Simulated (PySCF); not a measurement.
A side-by-side comparison of computed properties.

First species: C7H6F2S.
SMILES: `c1ccc(S)c(C(F)F)c1`

Second species: C2H11GeN2P.
InChI=1S/C2H11GeN2P/c1-5(2)3(4)6/h3H,4,6H2,1-2H3/t3-/m1/s1

Levels: CAM-B3LYP/def2-SVPD for dipole moment, HOMO energy, LUMO energy, HOMO–LUMO gap, static isotropic polarisability and electronic spatial extent ⟨r²⟩ about the centre of nuclear charge; TDDFT CAM-B3LYP/def2-SVPD for lowest singlet excitation; PBE0-D3(BJ)/def2-SVP for rotational constant A and rotational constant C. Geometries: PBE0-D3(BJ)/def2-SVP. All species are isolated and taken at one optimised geometry, non-relativistic unless stated. Electronic properties by PySCF.

The conformers computed, where there is a choice (atom-mapped SMILES and torsion angles):
- `[F:1][CH:2]([F:3])[c:4]1[cH:5][cH:6][cH:7][cH:8][c:9]1[SH:10]`: F1–C2–C4–C5 7°, H–S10–C9–C8 141°
- `[CH3:1][N:2]([CH3:3])[Ge@@H:4]([NH2:5])[PH2:6]`: C1–N2–Ge4–N5 -49°, H–N5–Ge4–N2 -48°, H–N5–Ge4–N2 83°, H–P6–Ge4–N2 61°, H–P6–Ge4–N2 155°

Values for the first species:

- Dipole moment: 1.92 D
- HOMO energy: -8.15 eV
- LUMO energy: -0.07 eV
- HOMO–LUMO gap: 8.08 eV
- Lowest singlet excitation: 5.00 eV
- Static isotropic polarisability: 102.3 au
- Electronic spatial extent ⟨r²⟩ about the centre of nuclear charge: 1629 bohr²
- Rotational constant A: 1.401 GHz
- Rotational constant C: 0.659 GHz

(1) Estimate the same properties for the second species, and the change in each.

## Answers

(1) 
```json
{"property": "dipole moment", "first": "1.92 D", "second": "1.11 D", "second less first": "-0.81 D"}
{"property": "HOMO energy", "first": "-8.15 eV", "second": "-7.40 eV", "second less first": "+0.75 eV"}
{"property": "LUMO energy", "first": "-0.07 eV", "second": "0.88 eV", "second less first": "+0.95 eV"}
{"property": "HOMO–LUMO gap", "first": "8.08 eV", "second": "8.28 eV", "second less first": "+0.20 eV"}
{"property": "lowest singlet excitation", "first": "5.00 eV", "second": "5.51 eV", "second less first": "+0.51 eV"}
{"property": "static isotropic polarisability", "first": "102.3 au", "second": "101.4 au", "second less first": "-0.9 au"}
{"property": "electronic spatial extent ⟨r²⟩ about the centre of nuclear charge", "first": "1629 bohr²", "second": "1165 bohr²", "second less first": "-464 bohr²"}
{"property": "rotational constant A", "first": "1.401 GHz", "second": "2.356 GHz", "second less first": "+0.955 GHz"}
{"property": "rotational constant C", "first": "0.659 GHz", "second": "1.179 GHz", "second less first": "+0.520 GHz"}
```

On the first: The principal polarisabilities are 65.8, 110.5 and 130.6 au; their mean is the isotropic value. S1 lies 3.08 eV below the HOMO–LUMO gap; its leading configuration is HOMO→LUMO, weight 0.71.

On the second: The polarisability is 15.03 Å³ as a volume (1 au = 0.148185 Å³), or 1.21 au for each of the 84 electrons. In wavenumbers S1 is 44500 cm⁻¹ (1 eV = 8065.54 cm⁻¹). The calculation is non-relativistic and has no spin–orbit coupling, an omission that weighs most on germanium.
